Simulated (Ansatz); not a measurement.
`[OH][InH][ZnH]` + CH₃SH → `C[S][ZnH]` + `[OH][InH2]` at 400 K and 1 bar (cleavage of the Zn–In bond).

Computed with Ansatz on PBE0-D4/def2-TZVP structures; ΔE is electronic, products minus reactants. CBS: MP2 limit from def2 TZ/QZ plus the TZ coupled-cluster correction, frozen cores. This one scheme is used for every species. def2 core potentials past Kr. For In, Zn outer-core shells are correlated without core-valence functions, which leaves a few kJ/mol of doubt a bond. Scalar relativity is left out up to krypton. One conformer a species, not always the lowest.

```json
{"species": "`[OH][InH][ZnH]`", "CCSD(T)/CBS energy (Eh)": "-2045.17442", "H − E (kJ/mol)": "94.1", "S (J/(mol·K))": "365.2"}
{"species": "CH₃SH", "CCSD(T)/CBS energy (Eh)": "-438.22835", "H − E (kJ/mol)": "138.7", "S (J/(mol·K))": "269.4"}
{"species": "`C[S][ZnH]`", "CCSD(T)/CBS energy (Eh)": "-2216.62619", "H − E (kJ/mol)": "142.9", "S (J/(mol·K))": "337.5"}
{"species": "`[OH][InH2]`", "CCSD(T)/CBS energy (Eh)": "-266.78179", "H − E (kJ/mol)": "85.2", "S (J/(mol·K))": "295.5"}
```

H − E and S are ideal-gas, rigid-rotor, harmonic terms from PBE0-D4/def2-TZVP, for one conformer and one mirror image of each species. 1 Eh = 2625.50 kJ/mol, R = 8.31446 J/(mol·K).

Question: By hand: ΔE, ΔH, ΔS and ΔG.

Answer: ΔE = (-2216.62619) + (-266.78179) − (-2045.17442) − (-438.22835) = -0.00521 Eh = -13.7 kJ/mol. Δ(H − E) = 142.9 + 85.2 − 94.1 − 138.7 = -4.7, so ΔH = -18.4 kJ/mol. ΔS = 337.5 + 295.5 − 365.2 − 269.4 = -1.6 J/(mol·K). ΔG = -18.4 − 400 × (-1.6)/1000 = -17.8 kJ/mol.

Question: By hand: the equilibrium constant, and the temperature at which ΔG would vanish if ΔH and ΔS stayed fixed.

Answer: log₁₀ K = −ΔG/(RT ln 10) = 2.3. ΔG = 0 at ΔH/ΔS = 11500 K, far beyond where these terms or the molecules hold.

The number of gas molecules stays the same, so ΔS is small and ΔH decides. A doubt of 5 kJ/mol in ΔE shifts log₁₀ K by 0.7 here. Other conformers and mirror images would add mixing entropy, several J/(mol·K) or more a flexible species. These are equilibria of isolated gas molecules and say nothing of rates. Largest T1 diagnostic: 0.017 (customary marks: 0.02 for closed shells, 0.045 for open ones).
